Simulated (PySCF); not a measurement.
## Electron correlation in Al (aluminium, neutral)

[Ne] 3s1 3p1 3d1, one real determinant (an excited configuration). All numbers are calculated (PySCF 2.14, the spin-free X2C one-electron Hamiltonian (Gaussian nucleus), in aug-cc-pCVTZ-DK). Frozen: 1s2; 11 electrons correlated.

MP2 pair energies summed by pair of shells (mhartree):

| pair | energy | share (%) |
| --- | --- | --- |
| 2p-2p | -188.89 | 66.7 |
| 2s-2p | -61.61 | 21.8 |
| 2s-2s | -9.79 | 3.5 |
| 2p-3s | -8.43 | 3.0 |
| 2p-3p | -4.94 | 1.7 |
| 3p-3d | -2.63 | 0.9 |
| 3s-3p | -2.53 | 0.9 |
| 3s-3d | -2.30 | 0.8 |
| 2s-3s | -0.95 | 0.3 |
| 2s-3p | -0.75 | 0.3 |
| 2p-3d | -0.37 | 0.1 |
| 2s-3d | -0.03 | 0.0 |

Total MP2 correlation energy: -283.21 mhartree.

Same-spin part -80.93 and opposite-spin part -202.28 mhartree; SCS-MP2 scales them by 1/3 and 6/5 to -269.71 mhartree.

The reference is one real determinant that mixes LS terms of this configuration.
